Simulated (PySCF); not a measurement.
Species: C₈H₁₅B.
Numbering: `[CH2:1]=[C:2]([CH3:3])/[C:4]([CH3:5])=[CH:6]/[B:7]([CH3:8])[CH3:9]` (hydrogens: H10, H11 on C1; H12, H13, H14 on C3; H15, H16, H17 on C5; H18 on C6; H19, H20, H21 on C8; H22, H23, H24 on C9)

Method: PBE0-D3(BJ)/def2-SVP geometry optimisation, gas phase in PySCF; density fitting, grid level 2; the optimiser is geomeTRIC in internal coordinates, started from a GFN2-xTB structure.

Geometry at step 0:
```
atom  x, y, z in Å
C1      3.1655   -0.0533   -0.6156
C2      2.1116    0.0752    0.1913
C3      2.3246    0.4174    1.6401
C4      0.7324   -0.1184   -0.2759
C5      0.5573   -0.7125   -1.6444
C6     -0.3344    0.2632    0.4502
B7     -1.8461    0.1241    0.1550
C8     -2.7734    1.3809    0.4174
C9     -2.5321   -1.2415   -0.2588
H10     4.1690    0.0838   -0.2478
H11     3.0827   -0.2838   -1.6622
H12     1.7847   -0.2767    2.2817
H13     1.9710    1.4256    1.8533
H14     3.3820    0.3706    1.8872
H15     0.9258   -0.0226   -2.4030
H16    -0.4914   -0.9022   -1.8422
H17     1.1151   -1.6430   -1.7351
H18    -0.1235    0.7804    1.3811
H19    -2.2785    2.3306    0.2241
H20    -3.7010    1.3600   -0.1501
H21    -3.0556    1.3901    1.4712
H22    -1.8752   -2.1071   -0.2218
H23    -3.3886   -1.4470    0.3823
H24    -2.9336   -1.1741   -1.2703
```

**Question.** What forces act on the atoms?

**Answer.** 
```csv
atom,Fx (eV/Å),Fy (eV/Å),Fz (eV/Å)
C1,0.138,-0.061,-0.155
C2,-0.223,0.163,0.671
C3,-0.011,-0.086,-0.505
C4,0.143,-0.215,-0.574
C5,0.028,0.162,0.505
C6,-0.295,-0.092,0.125
B7,-0.433,0.004,0.000
C8,0.338,-0.314,-0.338
C9,0.472,0.304,0.140
H10,0.523,0.071,0.257
H11,-0.134,-0.141,-0.616
H12,-0.207,-0.207,0.306
H13,-0.167,0.369,0.177
H14,0.374,0.014,0.134
H15,0.140,0.206,-0.357
H16,-0.404,-0.116,-0.176
H17,0.203,-0.357,-0.126
H18,0.141,0.266,0.427
H19,0.257,0.392,-0.028
H20,-0.430,-0.082,-0.214
H21,-0.104,-0.054,0.531
H22,0.301,-0.334,-0.007
H23,-0.421,0.006,0.283
H24,-0.229,0.103,-0.460
```

The largest, 0.73 eV/Å, acts on C2; the rms over all components is 0.291 eV/Å. The forces sum to zero within rounding, as they must for an isolated molecule in no field.

**Question.** Give the force on C2 in Eh/bohr and in nN.

**Answer.** 0.725 eV/Å ÷ 51.422 = 0.01411 Eh/bohr, and 0.725 eV/Å × 1.602 = 1.16 nN.

**Question.** How far is this geometry from the end of the optimisation?

**Answer.** 0.113 eV above it, and 0.393 Å rms away after alignment. The bonds farthest from their final lengths, with half the difference of the two atoms' forces along the bond (positive lengthens):

```json
{"bond": "C8–H21", "now (Å)": "1.091", "final (Å)": "1.108", "force along bond (eV/Å)": "+0.48"}
{"bond": "C9–H24", "now (Å)": "1.090", "final (Å)": "1.107", "force along bond (eV/Å)": "+0.40"}
{"bond": "C1–H11", "now (Å)": "1.075", "final (Å)": "1.091", "force along bond (eV/Å)": "+0.24"}
{"bond": "C1–H10", "now (Å)": "1.078", "final (Å)": "1.093", "force along bond (eV/Å)": "+0.26"}
{"bond": "C4=C6", "now (Å)": "1.346", "final (Å)": "1.360", "force along bond (eV/Å)": "+0.38"}
{"bond": "C5–H17", "now (Å)": "1.089", "final (Å)": "1.102", "force along bond (eV/Å)": "+0.29"}
```

The angle farthest from its final value is B7–C9–H24, 110.4° against 107.9°.

Of the 6 listed bonds off by 0.010 Å or more, this force points towards the final length in 6.

What follows is the cost of the whole optimisation. The run took 2.5 min wall on one thread, AMD EPYC 9R45 (x86_64), no GPU, on a shared host, and the process peaked at 0.92 GiB of memory.
